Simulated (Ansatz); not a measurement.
The geometry has D5h symmetry (within 0.05 Å) and had no frequency check at the DFT level, so a distortion to lower symmetry isn't ruled out.

Species: [5]prismane cage Si10H10 `[SiH]12[SiH]3[SiH]4[SiH]1[SiH]1[SiH]2[SiH]2[SiH]3[SiH]4[SiH]12` (charge 0, multiplicity 1), formula H$_{10}$Si$_{10}$.

Question: How many basis functions does Ansatz (a program for electronic structure) with frozen-core CCSD(T)/def2-SVP // B3LYP-D3(BJ)/def2-SVP use, how many core orbitals are frozen, and how many electrons are correlated?

Answer: 230 basis functions and 50 frozen orbitals, which leaves 50 correlated electrons. Core time is of the order of minutes.
